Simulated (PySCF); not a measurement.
C4H4, SMILES C=C=C=C.

Geometry optimised at PBE-D3(BJ)/def2-SVP.

Computed with PBE-D3(BJ)/def2-SVP run with PySCF.

Harmonic, unscaled wavenumbers; measured fundamentals usually lie a few per cent lower.

```json
[
 {"mode": "1", "ν (cm⁻¹)": "215", "IR (km/mol)": "6.8", "moving atoms (share of kinetic energy)": "C 64 %, H 36 %"},
 {"mode": "2", "ν (cm⁻¹)": "231", "IR (km/mol)": "5.1", "moving atoms (share of kinetic energy)": "C 81 %, H 19 %"},
 {"mode": "3", "ν (cm⁻¹)": "343", "IR (km/mol)": "0.0", "moving atoms (share of kinetic energy)": "C 78 %, H 22 %"},
 {"mode": "4", "ν (cm⁻¹)": "574", "IR (km/mol)": "0.0", "moving atoms (share of kinetic energy)": "C 94 %"},
 {"mode": "5", "ν (cm⁻¹)": "745", "IR (km/mol)": "0.0", "moving atoms (share of kinetic energy)": "H 100 %"},
 {"mode": "6", "ν (cm⁻¹)": "826", "IR (km/mol)": "0.0", "moving atoms (share of kinetic energy)": "H 73 %, C 27 %"},
 {"mode": "7", "ν (cm⁻¹)": "829", "IR (km/mol)": "87.4", "moving atoms (share of kinetic energy)": "H 73 %, C 27 %"},
 {"mode": "8", "ν (cm⁻¹)": "888", "IR (km/mol)": "0.0", "moving atoms (share of kinetic energy)": "C 78 %, H 22 %"},
 {"mode": "9", "ν (cm⁻¹)": "958", "IR (km/mol)": "0.0", "moving atoms (share of kinetic energy)": "H 66 %, C 34 %"},
 {"mode": "10", "ν (cm⁻¹)": "978", "IR (km/mol)": "0.0", "moving atoms (share of kinetic energy)": "H 67 %, C 33 %"},
 {"mode": "11", "ν (cm⁻¹)": "1329", "IR (km/mol)": "0.4", "moving atoms (share of kinetic energy)": "H 91 %, C 9 %"},
 {"mode": "12", "ν (cm⁻¹)": "1386", "IR (km/mol)": "0.0", "moving atoms (share of kinetic energy)": "H 82 %, C 18 %"},
 {"mode": "13", "ν (cm⁻¹)": "1654", "IR (km/mol)": "17.3", "moving atoms (share of kinetic energy)": "C 94 %"},
 {"mode": "14", "ν (cm⁻¹)": "2166", "IR (km/mol)": "0.0", "moving atoms (share of kinetic energy)": "C 99 %"},
 {"mode": "15", "ν (cm⁻¹)": "3050", "IR (km/mol)": "0.0", "moving atoms (share of kinetic energy)": "H 95 %"},
 {"mode": "16", "ν (cm⁻¹)": "3052", "IR (km/mol)": "2.9", "moving atoms (share of kinetic energy)": "H 95 %"},
 {"mode": "17", "ν (cm⁻¹)": "3138", "IR (km/mol)": "1.2", "moving atoms (share of kinetic energy)": "H 89 %, C 11 %"},
 {"mode": "18", "ν (cm⁻¹)": "3138", "IR (km/mol)": "0.0", "moving atoms (share of kinetic energy)": "H 89 %, C 11 %"}
]
```
